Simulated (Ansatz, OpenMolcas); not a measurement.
# A ladder of methods for B3H3O3 (SMILES B1OBOBO1)

B3H3O3 has 9 atoms, charge 0, and is taken as a singlet. As SMILES, `B1OBOBO1`. The coordinates come from a PBE0-D4/def2-TZVP relaxation. This is one conformer, not always the lowest.

```xyz
9

B     1.3016    0.1158   -0.4247
O     0.6128   -1.0535   -0.6248
B    -0.6869   -1.1727   -0.2023
O    -1.2974   -0.1154    0.4232
B    -0.6148    1.0569    0.6269
O     0.6846    1.1689    0.2016
H     2.4293    0.2162   -0.7926
H    -1.2819   -2.1887   -0.3775
H    -1.1473    1.9725    1.1701
```

Each level gives the energy change with the B5–H9 bond stretched from 1.190 to 1.786 Å (eV). The values are calculated.

```
                                              level                    kind     program  value (eV)  CPU time (all runs)
    SVWN5/6-31G* (spherical functions) (restricted)                     LDA  OpenMolcas        1.77                 34 s
      PBE/6-31G* (spherical functions) (restricted)                     GGA      Ansatz        1.78                 14 s
   revPBE/6-31G* (spherical functions) (restricted)                     GGA  OpenMolcas        1.76                 50 s
    M06-L/6-31G* (spherical functions) (restricted)                meta-GGA  OpenMolcas        1.95                 64 s
    BHLYP/6-31G* (spherical functions) (restricted)           global hybrid  OpenMolcas        2.09                 46 s
CAM-B3LYP/6-31G* (spherical functions) (restricted)  range-separated hybrid      Ansatz        1.98                 20 s
   B2PLYP/6-31G* (spherical functions) (restricted)           double hybrid      Ansatz        1.98                 25 s
  RPA@PBE/6-31G* (spherical functions) (restricted)                     RPA      Ansatz        1.84                 27 s
  BCCD(T)/6-31G* (spherical functions) (restricted)   coupled cluster or CI      Ansatz        1.85                 76 s
     CCSD/6-31G* (spherical functions) (restricted)   coupled cluster or CI      Ansatz        1.88                 42 s
```

The first shape isn't each level's own minimum. The values span 1.76 to 2.09 eV. CPU times are rough (shared hosts, several kinds of processor): they show what a rung costs within a factor of a few.
